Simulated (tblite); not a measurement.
C4H8BF3Si.
Numbering: `[CH2:1]=[C:2]([F:3])[CH2:4][SiH2:5][CH2:6][B:7]([F:8])[F:9]` (hydrogens: H10, H11 on C1; H12, H13 on C4; H14, H15 on Si5; H16, H17 on C6)

Computed with GFN2-xTB (tblite), gas phase: L-BFGS steps from a force-field or distance-geometry start until the largest atomic force falls under 0.01 eV/Å.

Step 46: E = -812.9549 eV
```
atom  x, y, z in Å  |  force x, y, z in eV/Å
C1      3.3592   -0.3247    0.1849   -0.027  -0.016   0.053
C2      2.2886    0.3991   -0.0863   -0.006  -0.043  -0.018
F3      2.3773    1.7535   -0.0410   -0.046  -0.024   0.006
C4      0.9357   -0.0884   -0.4451   -0.033  -0.038   0.033
Si5    -0.4253    0.4394    0.7961    0.011   0.143   0.134
C6     -1.9889   -0.4719    0.1695    0.001   0.014   0.023
B7     -3.3160   -0.0128    0.8312   -0.066  -0.017   0.017
F8     -3.7202    1.2443    0.8811    0.026  -0.004  -0.010
F9     -4.1672   -0.8596    1.3869    0.028   0.063   0.073
H10     4.3012    0.1154    0.4570   -0.035   0.061  -0.028
H11     3.3096   -1.3956    0.1490    0.008  -0.025   0.003
H12     0.9619   -1.1732   -0.5090    0.081  -0.070  -0.078
H13     0.6599    0.2967   -1.4288    0.074   0.038  -0.033
H14    -0.0475    0.0255    2.1585   -0.077  -0.030  -0.093
H15    -0.6087    1.8907    0.7405   -0.017  -0.008  -0.001
H16    -2.0456   -0.2797   -0.9016    0.000   0.007  -0.031
H17    -1.8813   -1.5465    0.2967    0.078  -0.050  -0.053
```

Step 47: E = -812.9600 eV
```
atom  x, y, z in Å  |  force x, y, z in eV/Å
C1      3.3585   -0.3258    0.1889   -0.042  -0.008   0.005
C2      2.2884    0.3988   -0.0848   -0.038  -0.029  -0.039
F3      2.3707    1.7545   -0.0473   -0.015  -0.063   0.007
C4      0.9345   -0.0931   -0.4401   -0.022  -0.014   0.078
Si5    -0.4263    0.4438    0.8005   -0.006   0.097   0.106
C6     -1.9836   -0.4640    0.1541   -0.023  -0.029   0.022
B7     -3.3049   -0.0187    0.8324   -0.102   0.025   0.012
F8     -3.7190    1.2366    0.8643   -0.002  -0.012   0.008
F9     -4.1355   -0.8617    1.4257    0.070   0.086   0.046
H10     4.3079    0.1115    0.4454   -0.099   0.020  -0.015
H11     3.2950   -1.3978    0.1540    0.058   0.032   0.021
H12     0.9640   -1.1790   -0.4976    0.061  -0.039  -0.077
H13     0.6515    0.2877   -1.4246    0.109   0.022  -0.001
H14    -0.0765    0.0237    2.1682   -0.045  -0.025  -0.100
H15    -0.6206    1.8930    0.7483    0.009   0.005  -0.006
H16    -2.0383   -0.2590   -0.9144   -0.014   0.032  -0.025
H17    -1.8728   -1.5384    0.2664    0.099  -0.100  -0.041
```

Step 48: E = -812.9636 eV
```
atom  x, y, z in Å  |  force x, y, z in eV/Å
C1      3.3585   -0.3271    0.1951   -0.069   0.018  -0.048
C2      2.2867    0.3929   -0.0849   -0.049  -0.009  -0.017
F3      2.3612    1.7494   -0.0456    0.016  -0.056   0.004
C4      0.9330   -0.0979   -0.4423   -0.005   0.001   0.096
Si5    -0.4256    0.4481    0.8015   -0.029   0.013   0.012
C6     -1.9803   -0.4609    0.1499   -0.040  -0.030   0.044
B7     -3.2995   -0.0188    0.8332   -0.077   0.048   0.006
F8     -3.7134    1.2361    0.8630   -0.019   0.027   0.004
F9     -4.1244   -0.8564    1.4399    0.056   0.047   0.054
H10     4.3065    0.1181    0.4434   -0.104  -0.008   0.008
H11     3.2968   -1.3992    0.1577    0.079   0.038   0.031
H12     0.9656   -1.1836   -0.5084    0.025  -0.018  -0.054
H13     0.6533    0.2906   -1.4253    0.099   0.011   0.012
H14    -0.0937    0.0196    2.1680   -0.007  -0.026  -0.056
H15    -0.6277    1.8946    0.7505    0.028   0.034  -0.010
H16    -2.0369   -0.2597   -0.9178   -0.012   0.061  -0.058
H17    -1.8671   -1.5336    0.2617    0.107  -0.153  -0.027
```

Step 49: E = -812.9664 eV
```
atom  x, y, z in Å  |  force x, y, z in eV/Å
C1      3.3591   -0.3300    0.1971   -0.053   0.014  -0.074
C2      2.2866    0.3872   -0.0865   -0.062   0.015   0.016
F3      2.3603    1.7442   -0.0555    0.025  -0.049  -0.001
C4      0.9307   -0.1033   -0.4343   -0.004   0.003   0.046
Si5    -0.4266    0.4561    0.8086   -0.066  -0.077  -0.085
C6     -1.9782   -0.4515    0.1392   -0.059  -0.073  -0.002
B7     -3.2975   -0.0223    0.8321   -0.099  -0.004   0.052
F8     -3.7275    1.2284    0.8504   -0.026  -0.022   0.010
F9     -4.0985   -0.8650    1.4704    0.130   0.144  -0.020
H10     4.3088    0.1199    0.4321   -0.113  -0.025   0.020
H11     3.2969   -1.4024    0.1661    0.090   0.043   0.037
H12     0.9641   -1.1904   -0.5021    0.000   0.029  -0.027
H13     0.6519    0.2845   -1.4197    0.092  -0.006   0.054
H14    -0.1152    0.0194    2.1740    0.022  -0.032  -0.010
H15    -0.6316    1.9005    0.7588    0.040   0.063  -0.014
H16    -2.0322   -0.2360   -0.9282   -0.014   0.052   0.026
H17    -1.8582   -1.5271    0.2370    0.097  -0.077  -0.029
```

Q: Estimate the geometry and energy of step 50. (The exact step hangs on the optimiser's Hessian estimate; all steps are aligned on step 49, rigid shifts and turns removed.)

A: E = -812.9692 eV, largest force 0.204 eV/Å
```
atom  x, y, z in Å  |  force x, y, z in eV/Å
C1      3.3575   -0.3307    0.2000   -0.030   0.004  -0.080
C2      2.2834    0.3816   -0.0862   -0.057   0.018   0.050
F3      2.3529    1.7383   -0.0521    0.038  -0.007  -0.004
C4      0.9294   -0.1075   -0.4360   -0.017  -0.002  -0.010
Si5    -0.4273    0.4591    0.8077   -0.077  -0.115  -0.150
C6     -1.9782   -0.4524    0.1414   -0.036  -0.086  -0.067
B7     -3.2974   -0.0200    0.8327    0.037   0.037  -0.003
F8     -3.7250    1.2307    0.8534   -0.028   0.031  -0.010
F9     -4.0933   -0.8570    1.4740    0.000   0.009   0.074
H10     4.3029    0.1276    0.4322   -0.077  -0.022   0.036
H11     3.3050   -1.4032    0.1705    0.076   0.033   0.032
H12     0.9656   -1.1947   -0.5172   -0.031   0.067   0.010
H13     0.6603    0.2898   -1.4213    0.054  -0.019   0.074
H14    -0.1240    0.0144    2.1702    0.045  -0.028   0.027
H15    -0.6344    1.9037    0.7584    0.053   0.048  -0.015
H16    -2.0348   -0.2383   -0.9274   -0.004   0.041   0.059
H17    -1.8495   -1.5290    0.2392    0.053  -0.009  -0.024
```

The energy changes by -0.0028 eV. The first-order estimate −F·Δx gives -0.0049 eV and the mean of the old and new forces, exact on a quadratic surface, -0.0028 eV. The step makes an angle of 68° with the force vector and moves no atom by more than 0.016 Å.

The cost below is that of the whole relaxation. Hardware: one thread of an Arm Neoverse V2, shared host with 192 logical CPUs at a one-minute load of 95. Cost: 0.62 s wall.
